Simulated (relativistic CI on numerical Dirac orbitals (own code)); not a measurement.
Ge VI: sensitivity of the levels to the model

Base calculation: Dirac-Coulomb-Breit CI, KLI orbitals optimised for each configuration, model QED (radiative potential, 1s self-energy scaled to tabulated hydrogen-like ionisation energies), valence Slater integrals scaled by 0.85, P86 correlation energy added to each configuration.

Configurations in the expansion (outside the closed core [Ne]): 3s2 3p6 3d9, 3s2 3p6 3d8 4s, 3s2 3p6 3d8 4p, 3s2 3p5 3d10, 3s2 3p6 3d8 4d, 3s2 3p6 3d8 5s, 3s2 3p6 3d8 5p, 3s2 3p6 3d8 4f, 3s2 3p6 3d7 4s2, 3s2 3p6 3d8 5d, 3s 3p6 3d10, 3s2 3p6 3d8 5f, 3s2 3p6 3d8 5g, 3s2 3p6 3d7 4s 4p, 3s2 3p6 3d7 4p2, 3s2 3p6 3d7 4s 4d. Levels of other configurations are missing.

Variants: (1) self-excluded LDA correlation estimate; (2) Slater integrals left unscaled; (3) Breit term removed; (4) non-relativistic limit. Shifts of the energy above 3s2 3p6 3d9 2D_5/2, in cm⁻¹, for the lowest level and the first level of each name with at least 55 % of one term (blank where a level changes its place among those of its configuration and J or its character, or is not in the variant):

```csv
Level,Base,Δ(1),Δ(2),Δ(3),Δ(4),Measured
3s2 3p6 3d9 2D_5/2,0,0,0,0,0,0
3s2 3p6 3d9 2D_3/2,4479,0,+21,+282,-4479,4560
3s2 3p6 3d8 4s 4F_9/2,304901,-703,-3139,-226,+14372,303696
3s2 3p6 3d8 4s 4F_7/2,307363,-702,-3048,-147,+11910,306243
3s2 3p6 3d8 4s 4F_5/2,309768,-703,-3090,-23,+9505,308657
3s2 3p6 3d8 4s 4F_3/2,311303,-703,-3062,+35,+7969,310199
3s2 3p6 3d8 4s 2F_7/2,313559,-701,-1897,-134,+12576,313025
3s2 3p6 3d8 4s 2F_5/2,317410,-701,-1755,-12,+8725,316937
3s2 3p6 3d8 4s 2D_3/2,330291,-701,+997,-274,+12230,329074
3s2 3p6 3d8 4s 4P_3/2,333604,-699,+1062,-130,+10086,332377
3s2 3p6 3d8 4s 4P_1/2,333730,-698,+1138,-181,+9959,332497
3s2 3p6 3d8 4s 2P_3/2,339738,-700,+2405,-86,+10957,339335
3s2 3p6 3d8 4s 2P_1/2,340845,-700,+2552,-191,+9851,340525
3s2 3p6 3d8 4s 2G_9/2,342483,-700,+2901,+23,+11432,343624
```

At this charge configurations can still be misplaced by up to about 7 % of their energy. 41 of the 48 excited levels that our extract of the measured tables holds in this range could be paired (the sources list more); they are missed by 788 cm⁻¹ on average and 1639 at most, and levels without a partner can miss by more.

Measured levels: Sugar and Musgrove, J. Phys. Chem. Ref. Data 22, 1213 (1993).

Ionisation energy from the two ground configurations alone: base 115.583 eV; self-excluded LDA correlation estimate 116.155 eV; Slater integrals left unscaled 115.243 eV. The NIST ASD value (semi-empirical) is 115.9 eV.

LS names give the leading component of a level, which can be under half, so a name can repeat, a term be missing and a line seem to break the LS rules.
